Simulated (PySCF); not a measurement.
BrH3OSeSi, SMILES [SiH3]O[Se]Br. Geometry: PBE-D3(BJ)/def2-SVP. The structure was generated by enumeration, and PubChem lists no compound with its InChIKey, so it may never have been made. Other conformers were not sampled.

Give the equilibrium geometry at PBE-D3(BJ)/def2-SVP (PySCF confirms it by a frequency run) as Cartesian coordinates in Å. (Estimate from the structure and the level; the computed values follow.)

One answer among several that fit: 
```xyz
7

Se     0.0708    -0.2388     1.0141
Br     1.0626     1.2461    -0.5281
O     -0.5246    -1.5897    -0.0487
Si    -2.0108    -1.3472    -0.8761
H     -3.1185    -1.0724     0.1013
H     -2.2451    -2.6388    -1.5999
H     -1.8848    -0.2075    -1.8449
```
